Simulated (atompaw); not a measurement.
## Logarithmic derivatives: thallium (Tl), PAW (atompaw)

```json
{"Element": "Tl", "Generator": "atompaw 4.2.0.5", "Type": "PAW", "Functional": "PBE", "Relativity": "scalar-relativistic", "Frozen core": "[Xe]", "Valence charge": "27", "Reference configuration": "4f14 5d10 6s2 6p1", "Partial waves": "6s (bound): rc 1.85 bohr; 6s channel at 3.4 Ry: rc 2.90 bohr; 6p (bound): rc 2.90 bohr; 6p channel at 0.85 Ry: rc 2.90 bohr; 5d (bound): rc 1.95 bohr; 5d channel at 3.65 Ry: rc 1.95 bohr; 4f (bound): rc 0.90 bohr; 4f channel at -7.8 Ry: rc 0.90 bohr", "Local potential": "troulliermartins scheme with l = 4 at 0.5 Ry, radius 2.75 bohr", "Core correction": "smooth core density matched at 2.00 bohr", "Augmentation charge": "sinc compensation charge, radius 2.35 bohr; PAW radius 2.90 bohr; waves and projectors: custom polynom2 7 10 vanderbiltortho"}
```

The phase is arctan(r·u′/u) with u = r·R(r), unwrapped; energies in Ry, scanned from -10 to 5 Ry. A pole is an energy at which the radial function vanishes at the test radius. The pseudo phase is shifted by a multiple of π to meet the all-electron one at the reference energy, and phase errors are pseudo minus all-electron; the curves can meet again beyond the range given. Levels narrower than the energy grid can be missing from the lists of poles.

Q: For each channel, where are the poles, and over which energies does the pseudopotential scatter like the atom?

A:

```json
{"channel": "s", "radius (bohr)": "2.91", "reference energy (Ry)": "-0.70", "poles, all-electron": "-9.62, 0.19", "poles, pseudo": "0.10, 3.50", "unbroken range about the reference energy with phases within 0.05 rad": "-9.6 to 1.2", "phase error 1 Ry above the reference energy (rad)": "-0.025"}
{"channel": "p", "radius (bohr)": "2.91", "reference energy (Ry)": "-0.17", "poles, all-electron": "-5.58, 1.59", "poles, pseudo": "1.59, 4.53", "unbroken range about the reference energy with phases within 0.05 rad": "-5.6 to 3.2", "phase error 1 Ry above the reference energy (rad)": "+0.000"}
{"channel": "d", "radius (bohr)": "2.91", "reference energy (Ry)": "-1.14", "poles, all-electron": "-1.04, 3.92", "poles, pseudo": "-1.04, 3.92", "unbroken range about the reference energy with phases within 0.05 rad": "the whole range", "phase error 1 Ry above the reference energy (rad)": "+0.001"}
{"channel": "f", "radius (bohr)": "2.91", "reference energy (Ry)": "-8.38", "poles, all-electron": "2.75", "poles, pseudo": "3.25", "unbroken range about the reference energy with phases within 0.05 rad": "below 0.9", "phase error 1 Ry above the reference energy (rad)": "+0.000"}
```

A Bessel basis up to 400 Ry misses an occupied level by 8.48 Ry, so cutoffs and ghosts were not judged.

Phases in the s channel:

```json
{"E (Ry)": "-10.00", "all-electron": "1.457", "pseudo": "-1.688"}
{"E (Ry)": "-9.52", "all-electron": "-1.687", "pseudo": "-1.692"}
{"E (Ry)": "-9.04", "all-electron": "-1.691", "pseudo": "-1.696"}
{"E (Ry)": "-8.56", "all-electron": "-1.694", "pseudo": "-1.700"}
{"E (Ry)": "-8.08", "all-electron": "-1.699", "pseudo": "-1.704"}
{"E (Ry)": "-7.60", "all-electron": "-1.703", "pseudo": "-1.709"}
{"E (Ry)": "-7.12", "all-electron": "-1.708", "pseudo": "-1.715"}
{"E (Ry)": "-6.64", "all-electron": "-1.714", "pseudo": "-1.721"}
{"E (Ry)": "-6.16", "all-electron": "-1.720", "pseudo": "-1.728"}
{"E (Ry)": "-5.68", "all-electron": "-1.728", "pseudo": "-1.736"}
{"E (Ry)": "-5.20", "all-electron": "-1.737", "pseudo": "-1.746"}
{"E (Ry)": "-4.72", "all-electron": "-1.747", "pseudo": "-1.757"}
{"E (Ry)": "-4.24", "all-electron": "-1.760", "pseudo": "-1.772"}
{"E (Ry)": "-3.76", "all-electron": "-1.777", "pseudo": "-1.789"}
{"E (Ry)": "-3.28", "all-electron": "-1.798", "pseudo": "-1.813"}
{"E (Ry)": "-2.80", "all-electron": "-1.829", "pseudo": "-1.847"}
{"E (Ry)": "-2.32", "all-electron": "-1.878", "pseudo": "-1.899"}
{"E (Ry)": "-1.84", "all-electron": "-1.971", "pseudo": "-1.997"}
{"E (Ry)": "-1.36", "all-electron": "-2.225", "pseudo": "-2.263"}
{"E (Ry)": "-0.88", "all-electron": "-3.516", "pseudo": "-3.529"}
{"E (Ry)": "-0.40", "all-electron": "-4.479", "pseudo": "-4.487"}
{"E (Ry)": "0.08", "all-electron": "-4.686", "pseudo": "-4.706"}
{"E (Ry)": "0.56", "all-electron": "-4.782", "pseudo": "-4.812"}
{"E (Ry)": "1.04", "all-electron": "-4.853", "pseudo": "-4.897"}
{"E (Ry)": "1.52", "all-electron": "-4.929", "pseudo": "-4.993"}
{"E (Ry)": "2.00", "all-electron": "-5.037", "pseudo": "-5.135"}
{"E (Ry)": "2.48", "all-electron": "-5.250", "pseudo": "-5.415"}
{"E (Ry)": "2.96", "all-electron": "-5.876", "pseudo": "-6.091"}
{"E (Ry)": "3.44", "all-electron": "-7.012", "pseudo": "-7.023"}
{"E (Ry)": "3.92", "all-electron": "-7.462", "pseudo": "-10.493"}
{"E (Ry)": "4.40", "all-electron": "-7.626", "pseudo": "-10.674"}
{"E (Ry)": "4.88", "all-electron": "-7.709", "pseudo": "-10.770"}
```
